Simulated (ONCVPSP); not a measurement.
Ranking ONCV potentials for B

All share these settings but for the change named:

B, optimised norm-conserving Vanderbilt (ONCV), made with ONCVPSP 4.0.1 (LDA (Perdew-Zunger), scalar-relativistic). Core [He], reference 2s2 2p0.5 (charge +0.5). Waves: 2s: rc 1.35 bohr, ncon 5, nbas 8, qcut 5.3 1/bohr, local; 2p: rc 2.50 bohr, ncon 4, nbas 9, qcut 6.1 1/bohr, 2 projectors, debl 3 Ha. Local part: the s channel. Core correction: Teter function, fcfact 5.75, rcfact 1.35.

Cutoff: the first of the cutoffs (Ha) at which the residual kinetic energy of the hardest occupied pseudo-wave falls to 1 and 0.1 mHa per electron; the density cutoff is not measured.

The base gives 12 Ha.

Of 4 variants that were run, those that failed, showed a ghost or another fault, or gave nearly equal values are left out.

(1) Rank these variants from softest to hardest (loose cutoff).
A. s: rc 1.9
B. s: qcut 3.9; p: qcut 4.5
C. all radii but the core radius scaled by about 0.83 (s 1.12, p 2.06 bohr)

Answers

(1) A (10 Ha), B (25 Ha), C (42 Ha).
